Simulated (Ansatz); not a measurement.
Basis sets compared for the cluster YCu4⁺ (the lowest singlet isomer of a short search). Charge 1, multiplicity 1. Geometry r2SCAN-D4/def2-SVP. Ansatz on 4 threads of Arm Neoverse V2 on a shared host; times are rough, and most runs start from earlier orbitals.

```xyz
5

Y    -0.9295    1.2561    0.4794
Cu   -0.2951   -0.3440   -1.4528
Cu   -1.1687   -1.4278    0.4691
Cu    0.8896   -0.4587    1.1468
Cu    1.5037    0.9744   -0.6426
```

In the def2 sets Y takes a core potential; there is no spin–orbit coupling. The restricted singlet is unstable towards broken spin symmetry in Hartree–Fock (as tested in another run); at PBE-D4/def2-SVP, PBE-D4/def2-TZVP, PBE0-D4/def2-SVP, PBE0-D4/def2-TZVP this wasn't settled. No other spin state of charge 1 was run. Another isomer (singlet) lies 0.20 eV lower at PBE0-D4/def2-TZVP; other spin states weren't run for this one.

```json
{"level": "PBE-D4/def2-SVP", "functions": "155", "energy (Eh)": "-6598.3394", "HOMO (eV)": "-8.07", "LUMO (eV)": "-7.60", "wall time": "3.7 s"}
{"level": "PBE0-D4/def2-SVP", "functions": "155", "energy (Eh)": "-6598.2964", "HOMO (eV)": "-8.54", "LUMO (eV)": "-6.78", "wall time": "6 s"}
```

(1) Estimate the rows for PBE-D4/def2-TZVP (with forces), PBE0-D4/def2-TZVP.

Answers

(1) 
```
                         level  functions  energy (Eh)  HOMO (eV)  LUMO (eV)  wall time
PBE-D4/def2-TZVP (with forces)        220   -6599.3422      -8.32      -7.76      6.5 s
             PBE0-D4/def2-TZVP        220   -6599.2672      -8.79      -6.93       14 s
```
